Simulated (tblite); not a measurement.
Compound: C₄H₁₂GeOSi₂.
Numbering: `[SiH3:1][GeH2:2][C@@H:3]1[CH:4]=[CH:5][O:6][SiH2:7][CH2:8]1` (hydrogens: H9, H10, H11 on Si1; H12, H13 on Ge2; H14 on C3; H15 on C4; H16 on C5; H17, H18 on Si7; H19, H20 on C8)

Computed with GFN2-xTB (tblite), gas phase: L-BFGS steps from a force-field or distance-geometry start until the largest atomic force falls under 0.01 eV/Å.

Step 18: E = -657.3986 eV
```
atom  x, y, z in Å  |  force x, y, z in eV/Å
Si1     2.8265    0.2096   -1.1354    0.027   0.001  -0.016
Ge2     1.7356    0.6530    0.8861    0.039  -0.014  -0.009
C3     -0.1887    0.1248    0.7887   -0.007  -0.004   0.011
C4     -0.3317   -1.3396    0.5014    0.003   0.006   0.017
C5     -1.4375   -1.8989    0.0329    0.003  -0.011   0.000
O6     -2.5823   -1.2396   -0.2623    0.029   0.029  -0.030
Si7    -2.7069    0.3911   -0.3428   -0.012   0.050  -0.005
C8     -0.9040    0.9818   -0.2632   -0.032  -0.019  -0.007
H9      2.2140    0.9644   -2.2302    0.001   0.021   0.001
H10     4.2432    0.5626   -1.0802    0.022   0.003   0.002
H11     2.7116   -1.2126   -1.4615    0.005  -0.012   0.006
H12     1.7507    2.1081    1.3208    0.003  -0.016  -0.013
H13     2.3411   -0.0362    2.0998   -0.008   0.001  -0.034
H14    -0.6509    0.3239    1.7638   -0.003   0.006   0.023
H15     0.5123   -1.9830    0.7108   -0.013   0.021   0.032
H16    -1.5167   -2.9610   -0.1611   -0.001  -0.008  -0.003
H17    -3.3594    0.6412   -1.6240    0.008   0.000   0.037
H18    -3.4543    0.8481    0.8310    0.003  -0.007  -0.036
H19    -0.7890    2.0378   -0.0131   -0.060  -0.028   0.021
H20    -0.4188    0.8350   -1.2323   -0.006  -0.016   0.001
```

Step 19: E = -657.3991 eV
```
atom  x, y, z in Å  |  force x, y, z in eV/Å
Si1     2.8281    0.2100   -1.1356    0.024  -0.003  -0.018
Ge2     1.7374    0.6523    0.8865    0.003  -0.011  -0.036
C3     -0.1888    0.1243    0.7903   -0.007   0.026   0.001
C4     -0.3325   -1.3396    0.5019    0.003   0.026   0.037
C5     -1.4381   -1.8983    0.0326    0.001  -0.003  -0.005
O6     -2.5827   -1.2401   -0.2655    0.035   0.032  -0.023
Si7    -2.7078    0.3908   -0.3430    0.003   0.039  -0.003
C8     -0.9052    0.9814   -0.2623   -0.008  -0.011  -0.001
H9      2.2157    0.9650   -2.2303    0.000   0.020   0.003
H10     4.2450    0.5622   -1.0822    0.023   0.003   0.004
H11     2.7127   -1.2123   -1.4619    0.005  -0.010   0.007
H12     1.7507    2.1075    1.3201    0.006  -0.014  -0.009
H13     2.3412   -0.0368    2.0984    0.003  -0.009  -0.013
H14    -0.6498    0.3257    1.7666    0.006  -0.007  -0.004
H15     0.5106   -1.9832    0.7135   -0.009   0.014   0.031
H16    -1.5152   -2.9597   -0.1616   -0.010  -0.036  -0.009
H17    -3.3605    0.6401   -1.6230   -0.001   0.006   0.016
H18    -3.4550    0.8488    0.8292   -0.008  -0.004  -0.017
H19    -0.7903    2.0379   -0.0120   -0.060  -0.045   0.015
H20    -0.4205    0.8347   -1.2324   -0.009  -0.014   0.023
```

Step 20: E = -657.3997 eV
```
atom  x, y, z in Å  |  force x, y, z in eV/Å
Si1     2.8304    0.2103   -1.1362    0.019  -0.006  -0.020
Ge2     1.7395    0.6515    0.8861   -0.035  -0.005  -0.057
C3     -0.1891    0.1243    0.7920   -0.006   0.042  -0.007
C4     -0.3335   -1.3392    0.5033   -0.002   0.032   0.048
C5     -1.4384   -1.8976    0.0322    0.001   0.005  -0.008
O6     -2.5824   -1.2398   -0.2693    0.036   0.027  -0.016
Si7    -2.7087    0.3912   -0.3433    0.017   0.013   0.000
C8     -0.9067    0.9806   -0.2613    0.017  -0.002   0.008
H9      2.2175    0.9660   -2.2304    0.001   0.019   0.005
H10     4.2475    0.5618   -1.0843    0.023   0.004   0.006
H11     2.7141   -1.2122   -1.4623    0.005  -0.007   0.007
H12     1.7509    2.1064    1.3193    0.010  -0.010  -0.007
H13     2.3413   -0.0374    2.0966    0.014  -0.018   0.006
H14    -0.6487    0.3275    1.7695    0.015  -0.015  -0.027
H15     0.5085   -1.9830    0.7170   -0.002   0.007   0.031
H16    -1.5140   -2.9587   -0.1625   -0.015  -0.047  -0.011
H17    -3.3618    0.6387   -1.6215   -0.014   0.015  -0.013
H18    -3.4561    0.8492    0.8268   -0.021   0.001   0.009
H19    -0.7929    2.0371   -0.0105   -0.055  -0.044   0.010
H20    -0.4225    0.8341   -1.2321   -0.008  -0.011   0.036
```

Step 21: E = -657.4005 eV
```
atom  x, y, z in Å  |  force x, y, z in eV/Å
Si1     2.8339    0.2106   -1.1376    0.012  -0.008  -0.022
Ge2     1.7416    0.6502    0.8846   -0.065   0.001  -0.067
C3     -0.1895    0.1250    0.7942   -0.003   0.040  -0.015
C4     -0.3351   -1.3382    0.5061   -0.011   0.022   0.050
C5     -1.4386   -1.8967    0.0315    0.007   0.008  -0.010
O6     -2.5814   -1.2390   -0.2750    0.032   0.013  -0.008
Si7    -2.7097    0.3920   -0.3438    0.022  -0.022   0.001
C8     -0.9086    0.9794   -0.2598    0.035   0.008   0.017
H9      2.2201    0.9677   -2.2304    0.003   0.015   0.006
H10     4.2515    0.5613   -1.0871    0.020   0.004   0.009
H11     2.7162   -1.2121   -1.4627    0.007  -0.003   0.005
H12     1.7513    2.1047    1.3182    0.015  -0.005  -0.006
H13     2.3419   -0.0386    2.0944    0.022  -0.025   0.019
H14    -0.6468    0.3297    1.7730    0.021  -0.017  -0.043
H15     0.5054   -1.9827    0.7226    0.005   0.002   0.034
H16    -1.5126   -2.9581   -0.1639   -0.018  -0.039  -0.008
H17    -3.3638    0.6371   -1.6199   -0.027   0.027  -0.045
H18    -3.4580    0.8499    0.8239   -0.035   0.007   0.037
H19    -0.7974    2.0354   -0.0082   -0.041  -0.023   0.006
H20    -0.4252    0.8331   -1.2310   -0.001  -0.007   0.041
```

Q: Estimate the geometry and energy of step 22. (The exact step hangs on the optimiser's Hessian estimate; all steps are aligned on step 21, rigid shifts and turns removed.)

A: E = -657.4014 eV, largest force 0.090 eV/Å
```
atom  x, y, z in Å  |  force x, y, z in eV/Å
Si1     2.8385    0.2108   -1.1395    0.006  -0.008  -0.021
Ge2     1.7430    0.6486    0.8816   -0.071   0.003  -0.055
C3     -0.1900    0.1265    0.7966    0.000   0.016  -0.020
C4     -0.3373   -1.3367    0.5104   -0.017  -0.003   0.039
C5     -1.4386   -1.8958    0.0305    0.017   0.005  -0.008
O6     -2.5797   -1.2381   -0.2822    0.024  -0.007  -0.001
Si7    -2.7106    0.3927   -0.3444    0.009  -0.047   0.000
C8     -0.9106    0.9781   -0.2575    0.032   0.016   0.020
H9      2.2234    0.9701   -2.2303    0.006   0.011   0.005
H10     4.2566    0.5607   -1.0904    0.013   0.003   0.012
H11     2.7188   -1.2121   -1.4632    0.008  -0.001   0.000
H12     1.7521    2.1026    1.3165    0.019  -0.001  -0.006
H13     2.3429   -0.0407    2.0918    0.020  -0.023   0.015
H14    -0.6439    0.3323    1.7767    0.022  -0.012  -0.046
H15     0.5015   -1.9822    0.7301    0.009   0.002   0.039
H16    -1.5110   -2.9579   -0.1657   -0.018  -0.013  -0.002
H17    -3.3669    0.6357   -1.6186   -0.032   0.037  -0.065
H18    -3.4610    0.8509    0.8208   -0.040   0.007   0.055
H19    -0.8037    2.0332   -0.0052   -0.020   0.015   0.003
H20    -0.4286    0.8318   -1.2289    0.015  -0.001   0.035
```

The energy changes by -0.0009 eV. The first-order estimate −F·Δx gives -0.0012 eV and the mean of the old and new forces, exact on a quadratic surface, -0.0009 eV. The step makes an angle of 72° with the force vector and moves no atom by more than 0.008 Å.

What follows is the cost of the whole relaxation. The run took 1.5 s on an Arm Neoverse N1 with one thread, no GPU, shared host.
